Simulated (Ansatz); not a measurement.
Geometry optimisation, RKS PBE0-D4/def2-SVP (Ansatz).

Input file:

```yaml
crystal:
  periodic: [false, false, false]
  atoms:
    - { symbol: W, position_ang: [0.0, 0.0, 0.0] }
    - { symbol: H, position_ang: [0.8322, 0.0, 1.7303] }
    - { symbol: F, position_ang: [1.8273, 0.0, 0.9293] }
    - { symbol: Cl, position_ang: [0.0, 2.39, 0.0] }
    - { symbol: O, position_ang: [-1.94, 0.0, 0.0] }
    - { symbol: H, position_ang: [-2.2771, -0.1263, 0.9437] }
    - { symbol: F, position_ang: [0.0, -1.85, 0.0] }
    - { symbol: F, position_ang: [0.0, 0.0, -1.85] }
basis:
  gaussian: { orbitals: def2-SVP }
hamiltonian:
  xc: pbe0
  dispersion: d4
relax:
  f_tol: 0.15
  max_steps: 25
  restrain:
    - { distance: [1, 2], at: 0.92, k: 30.0 }
    - { distance: [0, 1], at: 2.92, k: 30.0 }
    - { distance: [0, 2], at: 3.05, k: 30.0 }
```

Launched with:

```bash
$ ansatz run input.yaml --threads 2 --pin off --max-ram 3072MiB --backend cpu --events-out ev --progress --plain --runs-dir out
```

Problem. Where does it end, and by what steps?

Solution. The run converged. The restraints hold the end off the free minimum; the threshold counts their pulls, which the force column leaves out. Restrained pairs: H2–F3 (1.28 → 0.93 Å), W1–H2 (1.92 → 2.92 Å), W1–F3 (2.05 → 3.05 Å). After 13 steps the energy has fallen by 2.818 eV (the restraints' own energy left out); H2 moved furthest, 0.85 Å.

| step | energy less start (eV) | largest force component (eV/Å) | accepted |
| --- | --- | --- | --- |
| 0 | 0.0000 | 2.913 | yes |
| 1 | 0.4084 | 5.684 | yes |
| 2 | 0.0131 | 6.517 | yes |
| 3 | -1.2481 | 8.963 | yes |
| 4 | -1.9315 | 6.105 | yes |
| 5 | -2.0556 | 4.199 | no |
| 6 | -2.4809 | 2.711 | yes |
| 7 | -2.6563 | 0.862 | yes |
| 8 | -2.7288 | 0.253 | yes |
| 9 | -2.7827 | 0.238 | yes |
| 10 | -2.8025 | 0.438 | yes |
| 11 | -2.7573 | 0.467 | no |
| 12 | -2.8143 | 0.418 | yes |
| 13 | -2.8178 | 0.068 | yes |

```xyz
8
Properties=species:S:1:pos:R:3
W -0.549 0.053 -0.299
H 1.669 -0.082 1.597
F 2.257 0.013 0.890
Cl -0.333 2.253 0.167
O -2.386 -0.035 -0.079
H -2.664 -0.069 0.861
F -0.268 -1.698 0.256
F 0.715 -0.021 -1.640
```

Time of the run: 76 s on 2 threads of Arm Neoverse V1 (shared host), peak memory 0.3 GiB.
